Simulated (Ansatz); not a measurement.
Start from `FCC#[C][GaH2]` and change one atom or group to get `FCC#CC(F)F`.

Ansatz, PBE0-D4/def2-TZVP geometries, multiplicity 1. 

Scalar relativity is left out up to krypton.

| property | `FCC#[C][GaH2]` |
| --- | --- |
| ideal-gas entropy at 298 K and 1 bar (rigid rotor, harmonic PBE0-D4/def2-TZVP) / J/(mol·K) | 354 |
| size of the dipole moment (B3LYP/def2-TZVPP) / D | 1.65 |
| HOMO energy (B3LYP/def2-TZVPP) / eV | -7.85 |
| HOMO–LUMO gap (PBE0/def2-TZVPP) / eV | 6.07 |
| HOMO energy (ωB97M-V/def2-TZVPP) / eV | -10.27 |
| size of the dipole moment (ωB97M-V/def2-TZVPP) / D | 1.65 |

Problem. What does the change do to each property? (Best estimate.)

Solution. Ansatz gave: 
| property | `FCC#CC(F)F` | shift |
| --- | --- | --- |
| ideal-gas entropy at 298 K and 1 bar (rigid rotor, harmonic PBE0-D4/def2-TZVP) / J/(mol·K) | 365 | 11 |
| size of the dipole moment (B3LYP/def2-TZVPP) / D | 1.18 | -0.47 |
| HOMO energy (B3LYP/def2-TZVPP) / eV | -8.45 | -0.60 |
| HOMO–LUMO gap (PBE0/def2-TZVPP) / eV | 8.09 | 2.02 |
| HOMO energy (ωB97M-V/def2-TZVPP) / eV | -10.94 | -0.67 |
| size of the dipole moment (ωB97M-V/def2-TZVPP) / D | 1.16 | -0.49 |

With PBE0 the HOMO falls by 0.61 eV and the LUMO rises by 1.42 eV, so the gap widens by about 2.03 eV. PBE moves the HOMO by -0.46 eV and ωB97M-V by -0.67 eV. The zero-point energy changes by 26.5 kJ/mol with +3 modes. Dipoles are sizes alone; their direction can turn. Modes under 60 cm⁻¹, often nearly free rotors, make the harmonic entropy too high.

Positive LUMOs are unbound, so they and the gaps depend on the basis.

B3LYP here is the variant with VWN-RPA as its local correlation; programs differ in this.
